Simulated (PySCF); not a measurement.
# TbP at PBE0

Computed with PBE0; PySCF, spin-free X2C with a Gaussian nucleus, basis sets Tb x2c-SVPall, P x2c-SVPall.

```
state                                                    : nonet, about 8.1 electrons in the 4f shell (Mulliken), real f orbitals that mix terms, a second solution, started from another occupation
bond length                                              : 2.443 Å
harmonic wavenumber                                      : 391 cm⁻¹
force constant                                           : 2.33 mdyn/Å
rotational constant Be                                   : 0.1090 cm⁻¹
energy of the minimum from ground-state Tb (4f9 6s2) + P : -2.41 eV
bond order (Mayer)                                       : 2.35
dipole moment (positive dipole means Tb(−)P(+))          : -5.90 D
```

Spin–orbit coupling is left out, which matters for elements this heavy, above all for dissociation energies.
